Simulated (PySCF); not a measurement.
**Computed properties of Si(F)(Cl)(OMe)(NH2) (CH5ClFNOSi), SMILES O(C)[Si](F)(Cl)N**

Si(F)(Cl)(OMe)(NH2) (CH5ClFNOSi), SMILES O([Si](F)(N)Cl)C. The structure is a stationary point at B3LYP-D3(BJ)/def2-SVP. The structure was generated by enumeration, and PubChem lists no compound with its InChIKey, so it may never have been made. One conformer was computed; it need not be the lowest. All values are computed for the isolated molecule unless a solvent is named; none is compared with measurement here.

**Structure.** All 27 harmonic modes at B3LYP-D3(BJ)/def2-SVP (PySCF) are real, so it is a minimum. With heavy atoms numbered as in [CH3:1][O:2][Si:3]([NH2:4])([F:5])[Cl:6], the shortest bond between them is C1–O2 at 1.414 Å and the longest Si3–Cl6 at 2.062 Å.

**Vibrations.** The strongest infrared lines (harmonic, unscaled, degenerate partners summed) lie at 1157 cm⁻¹ (206 km/mol, O 38 %, C 30 %, H 29 %), 848 cm⁻¹ (194 km/mol, H 48 %, Si 25 %, N 19 %), 961 cm⁻¹ (172 km/mol, Si 49 %, F 27 %, N 19 %). The softest mode is at 69 cm⁻¹ and the zero-point energy is 46.2 kcal/mol.

**Electronic structure.** PBE0/def2-TZVP (PySCF) places the frontier levels at -8.32 and 0.53 eV, a gap of 8.85 eV, and gives a dipole moment of 3.01 D and a mean polarisability of 55.7 bohr³. PBE/def2-TZVP (PySCF) at the same geometry gives -6.77 and -0.36 eV, so its gap is 2.44 eV narrower. An orbital gap is neither the optical nor the fundamental gap.

**Excitations.** TDDFT-ωB97X/def2-SVPD (PySCF) has S1 at 7.60 eV (163 nm, f = 0.047, weak); the most intense of the 10 singlets computed lies at 9.90 eV (f = 0.05). T1 (TDA) is at 7.29 eV. TDDFT-PBE/def2-SVPD (PySCF) puts S1 at 6.29 eV. No vertical singlet excitation falls in the visible range (under 3.1 eV).

**NMR.** GIAO shifts at B3LYP/pcSseg-1 (PySCF) (non-relativistic, atoms alike by connectivity averaged): ¹³C at 56.4 ppm against TMS; ¹H from 1.2 to 4.1 ppm against TMS; ²⁹Si at -48.3 ppm against TMS; ¹⁹F at -132.6 ppm against CFCl3. Without spin–orbit terms, shifts of atoms bonded to Cl or Br come out too high.
